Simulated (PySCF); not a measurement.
C₃H₈Si, SMILES C1C[SiH2]C1 (connectivity only; charge and spin as stated), charge +1, multiplicity 2.

The structure is a stationary point at B3LYP-D3(BJ)/def2-SVP. The geometry has at least one imaginary mode, so it is a saddle point at that level. The multiplicity is an assumed one; no other spin state was optimised.

Calculation: SMD-M06-2X/def2-SVP (PySCF).

Solvation free energies are E(SMD) − E(gas) at the gas-phase geometry, for 1 M in both phases.

| solvent | ΔG(solv) (kcal/mol) | its non-electrostatic (CDS) part |
|---|---|---|
| water | -56.8 | 3.0 |
| cyclohexanone | -57.0 | -0.3 |
| 1-octanol | -55.0 | -0.5 |
